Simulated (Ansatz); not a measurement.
Computed with Ansatz on PBE0-D4/def2-TZVP structures; ΔE is electronic, products minus reactants. CCSD(T)/CBS adds triple-zeta CCSD(T) − MP2 to the extrapolated MP2 energy (def2 sets, frozen cores). This one scheme is used for every species. DFT in def2-TZVPP. For Se outer-core shells are correlated without core-valence functions, which leaves a few kJ/mol of doubt a bond. Scalar relativity is left out up to krypton. One conformer a species, not always the lowest.

Consider the formal exchange of groups at the Se–C bond: `[AlH2]/[N]=C\[SeH]` + `BCl` → `ClB[SeH]` + `C=[N][AlH2]`.

`[AlH2]/[N]=C\[SeH]`:

Cartesian coordinates in Å:
```
Al 0.103 1.391 -1.489
N 0.026 0.361 -0.074
C -0.031 -0.407 0.890
Se -0.167 -2.325 0.710
H -1.264 1.926 -2.070
H 1.534 1.726 -2.065
H -0.011 -0.094 1.941
H -0.189 -2.579 2.157
```

`BCl`:

```xyz
4

B    -0.117    0.091   -0.035
Cl    1.215   -0.943    0.365
H    -1.218   -0.293    0.205
H     0.121    1.145   -0.535
```

`ClB[SeH]`:

Cartesian coordinates in Å:
```
Cl -0.738 -2.038 0.198
B -0.171 -0.448 -0.232
Se 0.318 0.771 1.164
H -0.095 -0.143 -1.377
H 0.686 1.858 0.247
```

`C=[N][AlH2]`:

Cartesian coordinates in Å:
```
C 0.687 0.606 -1.183
N 0.116 0.102 -0.202
Al -0.686 -0.605 1.181
H 0.257 0.579 -2.196
H 1.661 1.113 -1.105
H -1.672 0.321 1.997
H -0.363 -2.116 1.508
```

CCSD(T)/CBS gives -0.90 eV.

Problem. Another level gave -0.87 eV. Which?
A. LC-ωPBE/def2-TZVPP
B. BLYP-D4/def2-TZVPP
C. PBE/def2-TZVPP
D. PBE0/def2-TZVPP

Solution. D. PBE0 -0.87, BLYP-D4 -0.74, LC-ωPBE -0.91, PBE -0.82 eV.

Largest T1 diagnostic among the species: 0.015.

Leaving LDA and LC-ωPBE aside and taking each functional with its dispersion term where it has one, the values, not all of them listed here, spread over 0.15 eV, from PBE-QIDH to BLYP-D4. LDA lies −0.04 eV from PBE without D4. From r2SCAN to r2SCAN0 (25 % exact exchange), in def2-TZVPP and without D4, ΔE moves by −0.04 eV.
